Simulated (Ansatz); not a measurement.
Basis-set series for CH3BN2 (`N=C1BN1`). Charge 0, multiplicity 1. The structure was optimised at the PBE0-D4/def2-TZVP level. It is one conformer, not always the lowest.

```tsv
functional	basis	functions	energy (Eh)	HOMO (eV)	LUMO (eV)
PBE0-D4	def2-TZVPP	166	-174.07842	-7.15	-0.80
PBE0-D4	def2-QZVPP	318	-174.08845	-7.19	-0.88
ωB97M-V	def2-TZVPP	166	-174.22097	-9.45	1.22
ωB97M-V	def2-QZVPP	318	-174.23014	-9.49	1.05
```

Question: Give the rows for def2-SVP. (Best estimate.)

Answer: Computed: 
```json
{"functional": "PBE0-D4", "basis": "def2-SVP", "functions": "71", "energy (Eh)": "-173.88328", "HOMO (eV)": "-6.90", "LUMO (eV)": "-0.52"}
{"functional": "ωB97M-V", "basis": "def2-SVP", "functions": "71", "energy (Eh)": "-174.01846", "HOMO (eV)": "-9.17", "LUMO (eV)": "1.66"}
```

Positive LUMOs are unbound and depend on the basis.
